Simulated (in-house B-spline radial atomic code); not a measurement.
Configurations of Ce IV (Ce3+), with energies counted from [Xe] 4f1. Level of theory: scalar-relativistic (X2C) LC-wPBE, spin-polarised, spherical fractional occupations, exact exchange averaged over the configuration, Fermi nucleus of rms radius 4.8771 fm; calculated with a B-spline radial code for spherical atoms. Shells without spins written out take the highest spin.

Occupations are held fixed; configurations that lie above the ionisation limit could autoionise.

| configuration | E - E(ref) (eV) | highest orbital | its <r> (bohr) |
| --- | --- | --- | --- |
| [Xe] 6p1 | 16.624 | 6p up | 3.806 |
| [Xe] 5f1 | 23.776 | 5f up | 4.322 |
| [Kr] 4d10 4f1 5s2 5p5 6s1 | 26.005 | 6s up | 3.285 |
| [Kr] 4d9 4f1 5s2 5p6 6s1 | 118.07 | 6s up | 3.245 |
| [Kr] 4d9 4f1 5s2 5p6 6d1 | 129.09 | 6d up | 4.924 |

**Question.** Order these further configurations by energy, lowest first.
A. [Kr] 4d9 4f2 5s2 5p6
B. [Kr] 4d10 4f1 5s2 5p5 5d1
C. [Xe] 6s1
D. [Kr] 4d9 4f1 5s2 5p6 6p1
E. [Kr] 4d10 4f1 5s2 5p5 6d1

**Answer.** C (11.79 eV), B (21.572 eV), E (36.871 eV), A (104.08 eV), D (122.93 eV).
